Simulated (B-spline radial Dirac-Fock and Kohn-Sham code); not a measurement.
**Elastic scattering of 1.5 keV electrons by the free cadmium atom**

Calculated with a radial B-spline solver, using relativistic (Dirac) partial waves in the static field of the Dirac-Fock atom with Furness-McCarthy exchange, without polarisation or absorption potentials.

```csv
θ (°),dσ/dΩ (a₀²/sr),Sherman function
0,124,0.000
10,13.1,0.000
20,1.76,0.002
30,0.647,0.005
40,0.305,-0.003
50,0.167,-0.020
60,0.108,-0.027
70,0.0807,-0.005
80,0.0647,0.034
90,0.0506,0.071
100,0.0359,0.090
110,0.0248,0.052
120,0.0259,-0.059
130,0.0480,-0.089
140,0.0942,-0.065
150,0.159,-0.042
160,0.226,-0.024
170,0.277,-0.011
180,0.296,0.000
```

Task: What integrated cross sections go with this distribution?

Result: The total elastic cross section is 6.74 a₀², the first transport cross section 1.19 a₀² and the second, weighted with (3/2) sin²θ, 1.27 a₀². The mean deflection is ⟨1 − cos θ⟩ = 0.176, and 6.7 % of the collisions scatter beyond 90°.

On this grid of angles the cross section has a minimum near 110°, from interference among the few low partial waves with large phase shifts.
